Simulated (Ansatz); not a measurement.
`BOC(C)=O`. Charge 0, multiplicity 1.

```xyz
10

B    -1.1067    1.4262   -0.8955
O    -0.2030    0.4123   -0.7663
C     0.3727    0.0871    0.4420
C     0.7727   -1.3500    0.4720
O     0.5442    0.8886    1.3056
H    -1.4368    1.6797   -2.0142
H    -1.5446    1.9724    0.0698
H    -0.1026   -1.9809    0.3039
H     1.2335   -1.5875    1.4272
H     1.4705   -1.5479   -0.3444
```

(1) What are the harmonic wavenumbers in cm⁻¹ at PBE0-D4/def2-TZVP (Ansatz, finite differences of forces, unscaled)? (Estimate.)

(2) Is this a minimum?

(3) Give the ideal-gas thermochemistry at 298.15 K and 1 bar (rigid rotor, harmonic oscillator; point group C1, symmetry number 1).

(4) And at 400, 500, 600, 800 and 1000 K?

(5) Rotational constants (cm⁻¹)?

## Answers

(1) The calculation gave: 91, 118, 262, 319, 423, 608, 636, 810, 997, 1035, 1052, 1069, 1168, 1247, 1324, 1394, 1458, 1465, 1877, 2602, 2705, 3072, 3140, 3192.

(2) Yes, all 24 modes are real.

(3) Zero-point energy 191.8 kJ/mol; H(298) − E = 210.0 kJ/mol; entropy 318.3 J/(mol·K), of which translation 162.2, rotation 105.5, vibration 50.7; G(298) − E = 115.1 kJ/mol. Modes under 100 cm⁻¹ are hindered rotations or soft bends, so the harmonic entropy is rough.

(4) 
```
T (K)  H − E (kJ/mol)  S (J/mol/K)  G − E (kJ/mol)
  400           220.2        347.4            81.2
  500           231.9        373.6            45.1
  600           245.3        397.9             6.5
  800           275.6        441.3           -77.5
 1000           309.7        479.3          -169.6
```

(5) 0.3368, 0.1485, 0.1075.
